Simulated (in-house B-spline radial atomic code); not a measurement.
A calculation on Pd⁴⁺ (an excited or competing configuration): its settings, and results tabulated from the run. All numbers are computed (scalar-relativistic (X2C) M06-L, spin-polarised, spherical fractional occupations; Fermi nucleus of rms radius 4.5318 fm) with an all-electron radial atomic-structure program (B-spline basis), not measured.

In the input, 3d5,1 would mean five up and one down electron.

Command:
```bash
python run_scf.py task.json out
```
Settings (nuclear radius in fm, mass in u):
```
Z                46
configuration    1s2 2s2 2p6 3s2 3p6 3d10 4s2 4p2,3 4d2,4 4f0,1
hamiltonian      x2c
method           m06l
spin_polarised   True
nucleus          fermi
rms_radius       4.5318
atomic_mass      105.90348
speed_of_light   137.035999084
```

Output (hartree, bohr):
```
 radial grid: 68 intervals, B-splines of order 8, outer radius 22.1277 bohr

 iter        energy (Eh)    residual
    1       -5037.662990    1.85e-01
    2       -5037.690132    7.22e-03
    3       -5037.690235    5.78e-03
    4       -5037.690296    4.66e-03
    5       -5037.690335    3.77e-03
    6       -5037.690361    3.06e-03
    7       -5037.690378    2.49e-03
    8       -5037.690391    2.03e-03
    9       -5037.690400    1.66e-03
   10       -5037.690407    1.36e-03
   11       -5037.690412    1.11e-03
   12       -5037.690415    9.10e-04
   13       -5037.690418    7.46e-04
   14       -5037.690420    6.11e-04
   15       -5037.690421    5.01e-04
   73       -5037.690426    9.23e-06
   74       -5037.690426    1.83e-05
   75       -5037.690426    1.07e-05
   76       -5037.690426    1.20e-05
   77       -5037.690426    4.25e-06
   78       -5037.690426    8.24e-06
   79       -5037.690426    5.82e-06
   80       -5037.690426    6.39e-06
   81       -5037.690426    6.19e-06
   82       -5037.690426    4.79e-06
   83       -5037.690426    1.09e-05
   84       -5037.690426    6.35e-06
   85       -5037.690426    1.81e-06
   86       -5037.690426    5.57e-07
   87       -5037.690426    1.85e-07

 total energy                     -5037.69043
 kinetic                            5262.3070
 electron-nucleus                 -12110.5801
 Hartree                            1953.4393
 exchange-correlation               -142.8565

 orbital      occ     eigenvalue          <r>       <r^2>       <1/r>       r_max
 1s up      1.000      -890.8088    0.0313181  0.00133641     50.1116     0.02005
 1s down    1.000      -890.8197    0.0313184  0.00133644     50.1112     0.02005
 2s up      1.000      -132.9279     0.137696    0.022426     11.3217      0.1166
 2s down    1.000      -132.9537     0.137709   0.0224305     11.3208      0.1166
 2p up      3.000      -119.3166     0.120383    0.017715     10.6204     0.09329
 2p down    3.000      -119.3433     0.120392   0.0177181     10.6199     0.09329
 3s up      1.000       -26.3313     0.377138    0.162798     3.92229      0.3414
 3s down    1.000       -26.3474     0.377144    0.162877     3.92468      0.3412
 3p up      3.000       -21.7910     0.377027    0.165092     3.66984       0.335
 3p down    3.000       -21.8123     0.377099    0.165252     3.67132      0.3348
 3d up      5.000       -14.6207     0.356737    0.151629     3.42267      0.2834
 3d down    5.000       -14.6527     0.356931    0.151933     3.42271      0.2832
 4s up      1.000        -5.5180     0.927895    0.970796     1.48942       0.849
 4s down    1.000        -5.7075     0.928292    0.970741     1.48645      0.8488
 4p up      2.000        -4.1860      1.00363     1.14477     1.34396      0.9008
 4p down    3.000        -4.3700      1.00148     1.13859     1.34524      0.9013
 4d up      2.000        -2.2312      1.22277     1.74133     1.07592       1.022
 4d down    4.000        -2.3886      1.20127     1.67382     1.09208       1.022
 4f down    1.000        -0.7110      2.32318      6.5956    0.545654       1.877
```

Cost of the run: 2.6 s on 1 thread of Arm Neoverse V1, on a shared host.

States collapsed into the nucleus by a negative tau potential were left out of the aufbau.

One-electron X2C: radii and densities carry no picture-change correction, so inner-shell <1/r> comes out high (for 1s by about 2 % at Z = 33, 5 % at 54, 10 % at 75, 30 % at 118) and <r> low.
